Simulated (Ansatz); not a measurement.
Isomers of CH6F2GeSi, relaxed with PBE0-D4/def2-TZVP in Ansatz; electronic energies, one conformer each and not always the lowest. Functionals use def2-TZVPP; CBS adds triple-zeta CCSD(T) − MP2 to the MP2 limit of def2-TZVPP and def2-QZVPP.

Outer-core shells of Ge are correlated without core-valence functions. Scalar relativity is left out up to krypton. Spin–orbit coupling is left out.

**Question.** Order them by energy at frozen-core CCSD(T)/CBS, lowest first. (Best estimate.)
A. `[CH3][Ge]([F])([F])[SiH3]`
B. `[CH3][GeH]([F])[SiH2]F`
C. `F[CH](F)[GeH2][SiH3]`
D. `F[CH2][GeH]([F])[SiH3]`
E. `F[SiH](F)[CH2][GeH3]`
F. `C[Si](F)(F)[GeH3]`

**Answer.** F (0.0 kcal/mol), E (3.1 kcal/mol), B (29.0 kcal/mol), A (37.7 kcal/mol), D (85.7 kcal/mol), C (112.5 kcal/mol).

**Question.** How do MP2/CBS(def2), HF/CBS(def2), B2PLYP, ωB97M-V place them (kcal/mol, against `C[Si](F)(F)[GeH3]`)? (Best estimate.)

**Answer.** Ansatz gave: 
| isomer | MP2/CBS(def2) | HF/CBS(def2) | B2PLYP | ωB97M-V |
| --- | --- | --- | --- | --- |
| `F[SiH](F)[CH2][GeH3]` | 1.8 | 1.8 | 3.9 | 3.9 |
| `[CH3][GeH]([F])[SiH2]F` | 29.0 | 27.2 | 27.8 | 29.3 |
| `[CH3][Ge]([F])([F])[SiH3]` | 38.1 | 36.4 | 35.9 | 37.4 |
| `F[CH](F)[GeH2][SiH3]` | 117.3 | 112.8 | 110.6 | 109.6 |
| `F[CH2][GeH]([F])[SiH3]` | 88.7 | 84.1 | 83.5 | 84.0 |
